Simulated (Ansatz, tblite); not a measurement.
Forces on the cluster Si₅Mo₂⁺ at its r2SCAN-D4/def2-SVP geometry. Charge 1, multiplicity 2.

In the def2 sets Mo takes a core potential; there is no spin–orbit coupling. The xTB rows come from tblite. No other spin state of charge 1 was run. The structure comes from a short search, and lower isomers may exist.

GFN1-xTB (tblite), largest force 22.96 eV/Å:

```xyz
7
positions Å, forces eV/Å
Mo   -1.654   -0.614   -0.279   -4.694  -20.701    6.789
Mo   -1.473    1.442   -0.960    0.203   21.336   -8.472
Si   -0.307    1.200    1.141    0.530    0.672    2.493
Si    0.356   -1.248    1.050    0.492   -0.568    0.406
Si    0.180   -1.700   -1.450    0.942   -1.090   -0.804
Si    1.996    0.441    1.341    0.814    0.226    0.375
Si    0.902    0.479   -0.842    1.713    0.125   -0.787
```

GFN2-xTB (tblite), largest force 15.46 eV/Å:

```
Mo -0.488 -14.586 5.096
Mo 1.598 13.941 -4.937
Si -1.873 1.885 1.757
Si -0.369 -1.407 1.168
Si -0.726 -0.437 -1.123
Si 0.854 -0.066 0.624
Si 1.003 0.671 -2.585
```

PBE-D4/def2-TZVP (Ansatz), largest force 0.15 eV/Å:

```
Mo -0.097 -0.073 0.028
Mo 0.132 0.049 0.049
Si -0.071 0.058 -0.081
Si 0.062 -0.059 0.039
Si 0.041 0.022 0.003
Si 0.018 -0.027 0.032
Si -0.085 0.030 -0.071
```
